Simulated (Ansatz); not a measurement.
`[SiH3][AlH][Br]`. Total charge 0; spin multiplicity 1. Correlated methods include outer-core shells of Br, which these sets cover unevenly. Scalar relativity is left out up to krypton.

```
atom   x (Å)   y (Å)   z (Å)
 Si1   1.003   0.448   0.153
 Al2  -1.277  -0.426   0.004
 Br3  -1.799  -1.652  -1.826
  H4   1.611   0.622  -1.194
  H5   1.849  -0.506   0.925
  H6   1.038   1.757   0.864
  H7  -2.425  -0.243   1.074
```

Question: Give the diagnostics of a CCSD(T)/def2-TZVPP run (frozen core, Ansatz 0.2.0). (Estimate.)

Answer: Computed: T1 = 0.0097, largest single amplitude 0.018, largest double 0.023, (T) share of the correlation energy 3.2 %, 9 CCSD cycles. The RHF solution is stable towards an unrestricted one. T1 lies under the customary mark of 0.02 for closed shells.
